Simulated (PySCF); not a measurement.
Species: C₆H₁₀F₂OSi.
Z-matrix (Å and degrees, GFN2-xTB geometry), rows numbered from 1:
```
F 
C   1  1.3733
C   2  1.5205  1  109.84
O   3  1.4306  2  105.95  1   166.46
C   4  1.4063  3  114.10  2   167.39
C   5  1.5343  4  105.32  3  -174.88
F   6  1.3692  5  110.36  4   168.76
C   5  1.5064  4  115.58  3    63.29
C   8  1.3268  5  124.66  4   -20.72
Si  9  1.8786  8  121.53  5    -2.67
H   2  1.0935  1  107.40  3   119.32
H   2  1.0944  1  107.09  3  -122.80
H   3  1.1004  2  109.19  1   -76.36
H   5  1.1082  4  109.89  3   -59.02
H   6  1.0932  5  110.14  4    49.95
H   6  1.0934  5  110.71  4   -72.13
H   8  1.0831  5  113.11  4   159.49
H   9  1.0813  8  118.51  5   179.15
H  10  1.4636  3  109.18  2    39.09
H  10  1.4633  3  110.34  2   -86.18
```

Probes without a nucleus sit at each ring's centroid and 1 Å off its mean plane on both sides; NICS is minus the shielding there, NICSzz its component along the normal. Level: GIAO PBE0/pcSseg-1 (PySCF, non-relativistic, gas phase) on the GFN2-xTB geometry, one conformer.

Ring bond lengths (Å), with Mayer bond orders in brackets: C3–O4 1.431 (0.84), O4–C5 1.406 (0.91), C5–C8 1.506 (0.98), C8–C9 1.327 (1.93), C9–Si10 1.879 (0.89), Si10–C3 1.918 (0.84).

Question: What do the NICS probes read (ppm)?

Answer: 
```csv
ring,type,NICS(0),"NICS(1), two faces","NICS(1)zz, two faces",rms pucker (Å),"centre to ring atoms, mean (Å)"
C3–O4–C5–C8–C9–Si10,"6-membered ring with O and Si; formal bonds 1 double, 5 single",-0.3,-1.8 / -1.0,3.1 / 3.5,0.22,1.53
```

Question: What do they say, and how far can they be read as aromaticity?

Answer: 
- C3–O4–C5–C8–C9–Si10: mean NICS(1)zz 3.3 ppm, deshielded. C3, C5, Si10 have four or more neighbours; no verdict on aromaticity is drawn.

Question: Give the inner angles of the rings and the Hirshfeld charges of the ring atoms.

Answer: 
- C3–O4–C5–C8–C9–Si10: C3 107.4° (-0.051 e), O4 114.1° (-0.125 e), C5 115.6° (+0.035 e), C8 124.7° (-0.042 e), C9 121.5° (-0.150 e), Si10 99.4° (+0.320 e); sum 682.6° against 720° for a flat convex ring.

Question: What are the shieldings of the ring atoms and their hydrogens in the same run (means over atoms taken as equivalent)?

Answer: 
```json
{"atoms": "C3", "environment": "sp3 carbon bound to oxygen", "σ isotropic (ppm)": "114.0", "principal values of the symmetric part, first atom (ppm)": "86.0, 92.3, 163.6"}
{"atoms": "O4", "environment": "cyclic ether oxygen", "σ isotropic (ppm)": "294.4", "principal values of the symmetric part, first atom (ppm)": "251.4, 264.4, 367.3"}
{"atoms": "C5", "environment": "sp3 carbon bound to oxygen", "σ isotropic (ppm)": "106.9", "principal values of the symmetric part, first atom (ppm)": "82.6, 98.2, 139.9"}
{"atoms": "C8", "environment": "alkene CH carbon", "σ isotropic (ppm)": "28.4", "principal values of the symmetric part, first atom (ppm)": "-100.6, 28.2, 157.6"}
{"atoms": "C9", "environment": "alkene CH carbon", "σ isotropic (ppm)": "62.2", "principal values of the symmetric part, first atom (ppm)": "-50.0, 49.9, 186.8"}
{"atoms": "Si10", "environment": "SiH2 silicon", "σ isotropic (ppm)": "414.8", "principal values of the symmetric part, first atom (ppm)": "389.0, 417.0, 438.3"}
{"atoms": "H13", "environment": "methine hydrogen", "σ isotropic (ppm)": "27.61", "principal values of the symmetric part, first atom (ppm)": "24.8, 26.6, 31.4"}
{"atoms": "H14", "environment": "methine hydrogen", "σ isotropic (ppm)": "27.44", "principal values of the symmetric part, first atom (ppm)": "24.7, 26.6, 31.0"}
{"atoms": "H17", "environment": "vinylic hydrogen", "σ isotropic (ppm)": "24.39", "principal values of the symmetric part, first atom (ppm)": "21.8, 23.2, 28.2"}
{"atoms": "H18", "environment": "vinylic hydrogen", "σ isotropic (ppm)": "25.37", "principal values of the symmetric part, first atom (ppm)": "23.9, 25.2, 26.9"}
{"atoms": "H19", "environment": "Si–H hydrogen", "σ isotropic (ppm)": "27.36", "principal values of the symmetric part, first atom (ppm)": "24.4, 25.5, 32.2"}
{"atoms": "H20", "environment": "Si–H hydrogen", "σ isotropic (ppm)": "27.47", "principal values of the symmetric part, first atom (ppm)": "24.2, 25.3, 32.8"}
```
